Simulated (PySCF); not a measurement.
Cl2OV, neutral, multiplicity 2. Atoms are numbered in the order given.

```xyz
4

V      0.0000     0.0000     0.3283
O      0.0000     0.0000     1.8580
Cl     0.0000     1.9254    -0.6592
Cl     0.0000    -1.9254    -0.6592
```
Charge 0, spin multiplicity 2.

Geometry optimised at ωB97X-D3(BJ)/def2-SVP. The multiplicity is an assumed one; other spin states were not compared. The isomer is the one that the SMILES or the coordinates give; other isomers of the formula were not compared.

Level of theory: PySCF with CAM-B3LYP/def2-TZVPD.

Mulliken values depend strongly on the basis, most of all with diffuse functions as here. ESP charges are fitted to the potential on shells at 1.4 to 2.0 van der Waals radii. Atomic charges (e):

| atom | ESP fit | Mulliken | Mulliken spin |
|---|---|---|---|
| V1 | 0.71 | 1.36 | 1.13 |
| O2 | -0.29 | -0.62 | -0.10 |
| Cl3 | -0.21 | -0.37 | -0.02 |
| Cl4 | -0.21 | -0.37 | -0.02 |
